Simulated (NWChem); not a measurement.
Everything below was run with NWChem. System: silicon monosulfide (SSi), charge 0, spin multiplicity 1, at a geometry optimised with PBE0/def2-SVP. Level: CIS/aug-cc-pVDZ.

The NWChem input:

```
start mol
memory heap 200 mb stack 800 mb global 1000 mb
geometry units angstroms nocenter noautoz
  Si     0.000000     0.000000     1.034479
  S      0.000000     0.000000    -0.905170
  symmetry group C2v
end
basis spherical
  * library aug-cc-pvdz
end
dft
  xc hfexch
  semidirect memsize 60000000 filesize 0
  iterations 100
end
tddft
  cis
  nroots 8
  notriplet
  thresh 1e-4
end
task tddft energy
```

Part of the output:

```
             Northwest Computational Chemistry Package (NWChem) 7.3.0
             --------------------------------------------------------

                                NWChem Input Module
                                -------------------

 Scaling coordinates for geometry "geometry" by  1.889725989
 (inverse scale =  0.529177249)

 Turning off AUTOSYM since
 SYMMETRY directive was detected!

                             Geometry "geometry" -> ""
                             -------------------------

 Output coordinates in angstroms (scale by  1.889725989 to convert to a.u.)

  No.       Tag          Charge          X              Y              Z
 ---- ---------------- ---------- -------------- -------------- --------------
    1 Si                  14.0000     0.00000000     0.00000000     1.03447900
    2 S                   16.0000     0.00000000     0.00000000    -0.90517000

 Effective nuclear repulsion energy (a.u.)      61.1119350851

            Nuclear Dipole moment (a.u.)
            ----------------------------
        X                 Y               Z
 ---------------- ---------------- ----------------
     0.0000000000     0.0000000000    -0.0000264562

      Symmetry information
      --------------------

 Group name             C2v
 Group number             16
 Group order               4
 No. of unique centers     2

      Symmetry unique atoms

     1    2


 Summary of "ao basis" -> "" (spherical)
 ------------------------------------------------------------------------------
       Tag                 Description            Shells   Functions and Types
 ---------------- ------------------------------  ------  ---------------------
 *                        aug-cc-pvdz                 on all atoms

  xc_inp: hfexch multiplicative factor not found.

                                 NWChem DFT Module
                                 -----------------

 Summary of "ao basis" -> "ao basis" (spherical)
 ------------------------------------------------------------------------------
       Tag                 Description            Shells   Functions and Types
 ---------------- ------------------------------  ------  ---------------------
 Si                       aug-cc-pvdz               11       27   5s4p2d
 S                        aug-cc-pvdz               11       27   5s4p2d

 Summary of "ao basis" -> "ao basis" (spherical)
 ------------------------------------------------------------------------------
       Tag                 Description            Shells   Functions and Types
 ---------------- ------------------------------  ------  ---------------------
 Si                       aug-cc-pvdz               11       27   5s4p2d
 S                        aug-cc-pvdz               11       27   5s4p2d

      Symmetry analysis of basis
      --------------------------

        a1         26
        a2          4
        b1         12
        b2         12

            General Information
            -------------------
          SCF calculation type: DFT
          Wavefunction type:  closed shell.
          No. of atoms     :     2
          No. of electrons :    30
           Alpha electrons :    15
            Beta electrons :    15
          Charge           :     0
          Spin multiplicity:     1
          Use of symmetry is: off; symmetry adaption is: on
          Maximum number of iterations: 100
          AO basis - number of functions:    54
                     number of shells:    22
          Convergence on energy requested:  1.00D-06
[...]
     Occ.   12  a1  ---  Virt.   30  b1       0.05214
     Occ.   13  a1  ---  Virt.   16  b1      -0.91236
     Occ.   13  a1  ---  Virt.   21  b1       0.34805
     Occ.   13  a1  ---  Virt.   23  b1      -0.10629
     Occ.   13  a1  ---  Virt.   30  b1      -0.08809
     Occ.   13  a1  ---  Virt.   37  b1      -0.05327
     Occ.   15  b1  ---  Virt.   25  a1       0.05468
  ----------------------------------------------------------------------------
  Root   5 singlet b2             0.176093389 a.u.                4.7917 eV
  ----------------------------------------------------------------------------
     Transition Moments    X  0.00874   Y -0.60692   Z  0.00000
     Transition Moments   XX  0.00000  XY -0.00000  XZ  0.05691
     Transition Moments   YY -0.00000  YZ -3.94985  ZZ -0.00000
     Dipole Oscillator Strength                    0.0432524216
     Electric Quadrupole                           0.0000004537
     Magnetic Dipole                               0.0000042393
     Total Oscillator Strength                     0.0432571146

          sigma_e =   1.8760 Angstrom
          sigma_h =   1.7647 Angstrom
         |d_h->e| =   0.2472 Angstrom
            d_exc =   2.5507 Angstrom
            d_CD1 =   0.3585 Angstrom
            d_CD2 =  -1.5732 Angstrom
            d_CD3 =   2.7979 Angstrom
     Pearson C.C. =   0.0285

     Occ.   11  a1  ---  Virt.   17  b2      -0.05540
     Occ.   12  a1  ---  Virt.   17  b2      -0.05400
     Occ.   12  a1  ---  Virt.   29  b2       0.05214
     Occ.   13  a1  ---  Virt.   17  b2       0.91236
     Occ.   13  a1  ---  Virt.   20  b2      -0.34805
     Occ.   13  a1  ---  Virt.   24  b2       0.10629
     Occ.   13  a1  ---  Virt.   29  b2      -0.08809
     Occ.   13  a1  ---  Virt.   38  b2       0.05327
     Occ.   14  b2  ---  Virt.   25  a1      -0.05468
  ----------------------------------------------------------------------------
  Root   6 singlet a1             0.254051850 a.u.                6.9131 eV
  ----------------------------------------------------------------------------
     Transition Moments    X -0.00000   Y -0.00000   Z  1.09379
     Transition Moments   XX  1.06787  XY  0.00000  XZ  0.00000
     Transition Moments   YY  1.06787  YZ  0.00000  ZZ -1.97644
     Dipole Oscillator Strength                    0.2026291149
     Electric Quadrupole                           0.0000002697
     Magnetic Dipole                               0.0000000000
     Total Oscillator Strength                     0.2026293846

          sigma_e =   2.2591 Angstrom
          sigma_h =   1.5253 Angstrom
         |d_h->e| =   1.2121 Angstrom
            d_exc =   2.9751 Angstrom
            d_CD1 =   1.9459 Angstrom
            d_CD2 =  -0.6801 Angstrom
            d_CD3 =   4.1871 Angstrom
     Pearson C.C. =   0.0070

     Occ.   12  a1  ---  Virt.   19  a1      -0.05377
     Occ.   12  a1  ---  Virt.   28  a1      -0.05068
     Occ.   12  a1  ---  Virt.   31  a1      -0.06958
     Occ.   13  a1  ---  Virt.   18  a1       0.26224
     Occ.   13  a1  ---  Virt.   25  a1      -0.31456
     Occ.   13  a1  ---  Virt.   28  a1       0.14153
     Occ.   13  a1  ---  Virt.   31  a1       0.13894
     Occ.   13  a1  ---  Virt.   39  a1      -0.05798
     Occ.   14  b2  ---  Virt.   17  b2      -0.60466
     Occ.   14  b2  ---  Virt.   20  b2       0.13372
     Occ.   15  b1  ---  Virt.   16  b1      -0.60466
     Occ.   15  b1  ---  Virt.   21  b1       0.13372
  ----------------------------------------------------------------------------
  Root   7 singlet b2             0.283848375 a.u.                7.7239 eV
  ----------------------------------------------------------------------------
     Transition Moments    X -0.05254   Y  0.89493   Z  0.00000
     Transition Moments   XX -0.00000  XY  0.00000  XZ  0.05607
     Transition Moments   YY -0.00000  YZ -0.95506  ZZ  0.00000
     Dipole Oscillator Strength                    0.1520794804
     Electric Quadrupole                           0.0000001115
     Magnetic Dipole                               0.0000000161
     Total Oscillator Strength                     0.1520796080

          sigma_e =   3.2731 Angstrom
          sigma_h =   1.3997 Angstrom
         |d_h->e| =   0.0607 Angstrom
            d_exc =   3.5412 Angstrom
            d_CD1 =   1.9341 Angstrom
            d_CD2 =  -2.2756 Angstrom
            d_CD3 =   3.6019 Angstrom
     Pearson C.C. =   0.0148

     Occ.   12  a1  ---  Virt.   17  b2       0.08161
     Occ.   14  b2  ---  Virt.   18  a1       0.71066
     Occ.   14  b2  ---  Virt.   19  a1      -0.57179
     Occ.   14  b2  ---  Virt.   22  a1      -0.13259
     Occ.   14  b2  ---  Virt.   25  a1      -0.33366
     Occ.   14  b2  ---  Virt.   28  a1      -0.12225
     Occ.   14  b2  ---  Virt.   31  a1       0.05016
  ----------------------------------------------------------------------------
  Root   8 singlet b1             0.283848375 a.u.                7.7239 eV
  ----------------------------------------------------------------------------
     Transition Moments    X -0.89493   Y -0.05254   Z -0.00000
     Transition Moments   XX  0.00000  XY -0.00000  XZ  0.95506
     Transition Moments   YY  0.00000  YZ  0.05607  ZZ -0.00000
     Dipole Oscillator Strength                    0.1520794804
     Electric Quadrupole                           0.0000001115
     Magnetic Dipole                               0.0000000161
     Total Oscillator Strength                     0.1520796080

          sigma_e =   3.2731 Angstrom
          sigma_h =   1.3997 Angstrom
         |d_h->e| =   0.0607 Angstrom
            d_exc =   3.5412 Angstrom
            d_CD1 =   1.9341 Angstrom
            d_CD2 =  -2.2756 Angstrom
            d_CD3 =   3.6019 Angstrom
     Pearson C.C. =   0.0148

     Occ.   12  a1  ---  Virt.   16  b1      -0.08161
     Occ.   15  b1  ---  Virt.   18  a1      -0.71066
     Occ.   15  b1  ---  Virt.   19  a1       0.57179
     Occ.   15  b1  ---  Virt.   22  a1       0.13259
     Occ.   15  b1  ---  Virt.   25  a1       0.33366
     Occ.   15  b1  ---  Virt.   28  a1       0.12225
     Occ.   15  b1  ---  Virt.   31  a1      -0.05016

              Target root =      1
          Target symmetry = none
      Ground state energy =   -686.484564396847
        Excitation energy =      0.162779129807
     Excited state energy =   -686.321785267040

  stored tddft:energy   -686.32178526703967

 Task  times  cpu:      206.5s     wall:      206.5s

 Total times  cpu:      206.5s     wall:      206.5s
```
